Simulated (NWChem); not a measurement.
System: C2H8Si2; SMILES [SiH3]/C=C\[SiH3]

Results from NWChem. Pople sets run with spherical d functions. Structure relaxed at the PBE0/def2-SVP level. Level: M06-2X/6-31G* with SMD (1 M gas to 1 M solution), gas-phase geometry. Reactions with the solvent are ignored.

| solvent | dielectric constant | solvation free energy (kcal/mol) | cavity-dispersion-structure term (kcal/mol) | dipole in solution (D) |
|---|---|---|---|---|
| water | 78.4 | 3.4 | 4.7 | 1.14 |
| 1,4-dioxane | 2.21 | 0.3 | 1.0 | 0.96 |
| ethanol | 24.9 | -0.8 | 0.4 | 1.12 |
| ethyl acetate | 5.99 | -0.9 | 0.2 | 1.07 |
